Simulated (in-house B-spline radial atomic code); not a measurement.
Checks on a self-consistent run for Pb III (Pb2+), [Kr] 4d10 4f14 5s2 (5p1/2)1 (5p3/2)4 5d10 6s2 10s1. Method: Dirac-Hartree-Fock, average of the jj configuration, Fermi nucleus of rms radius 5.5012 fm. Calculated with a radial B-spline atomic code at the basis-set limit.

| orbital | q | ε (Eh) | <1/r> | <r²> | small-component weight |
| --- | --- | --- | --- | --- | --- |
| 1s1/2 | 2 | -3257.27965 | 101.242 | 0.000357421 | 0.097816 |
| 2s1/2 | 2 | -589.23372 | 25.0509 | 0.00536121 | 0.022586 |
| 2p1/2 | 2 | -564.83141 | 24.9602 | 0.00378484 | 0.022635 |
| 2p3/2 | 4 | -484.25156 | 19.955 | 0.00496265 | 0.019924 |
| 3s1/2 | 2 | -145.08515 | 9.19944 | 0.0346595 | 0.0076179 |
| 3p1/2 | 2 | -134.12280 | 9.09534 | 0.0315887 | 0.0075461 |
| 3p3/2 | 4 | -115.92562 | 7.79351 | 0.0378664 | 0.0067718 |
| 3d3/2 | 4 | -98.14108 | 7.67378 | 0.0289775 | 0.0066277 |
| 3d5/2 | 6 | -94.30438 | 7.38316 | 0.030683 | 0.0064181 |
| 4s1/2 | 2 | -35.30648 | 3.8887 | 0.166368 | 0.0025961 |
| 4p1/2 | 2 | -30.50871 | 3.7718 | 0.169566 | 0.0024931 |
| 4p3/2 | 4 | -26.01856 | 3.34657 | 0.198768 | 0.0022267 |
| 4d3/2 | 4 | -18.23193 | 3.14707 | 0.206564 | 0.002021 |
| 4d5/2 | 6 | -17.38943 | 3.04499 | 0.217234 | 0.0019432 |
| 4f5/2 | 6 | -7.24521 | 2.70384 | 0.238852 | 0.0015773 |
| 4f7/2 | 8 | -7.06021 | 2.66358 | 0.2458 | 0.0015442 |
| 5s1/2 | 2 | -7.31932 | 1.59646 | 0.82553 | 0.00067446 |
| 5p1/2 | 1 | -5.71181 | 1.48245 | 0.943313 | 0.00059856 |
| 5p3/2 | 4 | -4.79749 | 1.32551 | 1.12425 | 0.00050952 |
| 5d3/2 | 4 | -2.23954 | 1.06595 | 1.71218 | 0.00034245 |
| 5d5/2 | 6 | -2.19376 | 1.03925 | 1.788 | 0.00032991 |
| 6s1/2 | 2 | -1.48783 | 0.617292 | 4.87806 | 0.00012843 |
| 10s1/2 | 1 | -0.12077 | 0.0721988 | 389.58 | 4.7584e-06 |

Electron-electron repulsion V_ee = 7590.3011 hartree.

Problem. What total energy follows from the eigenvalues?

Solution. The eigenvalues count the repulsion twice, so E = Σqε - V_ee = -13317.884 - 7590.301 = -20908.185 hartree; the run printed -20908.185.

Problem. Does the Dirac virial theorem hold?

Solution. For a point nucleus E = -2c²Σq·w, with w the small-component weight. Here Σq·w = 0.55645 and c = 137.0360, so the ratio E/(-2c²Σq·w) is 1.000447; the finite nucleus accounts for the departure from 1.

Problem. What diamagnetic shielding (Lamb formula) and susceptibility (Langevin formula) do the radii give?

Solution. σ = (α²/3)Σq<1/r> = 643.964/(3·137.036²) = 11431 ppm, and χ = -0.79199×10⁻⁶·Σq<r²> = -341.8×10⁻⁶ cm³/mol with Σq<r²> = 431.62 bohr². Both are non-relativistic formulas without the paramagnetism of open shells; for so heavy an element the full relativistic shielding is larger by tens of per cent.
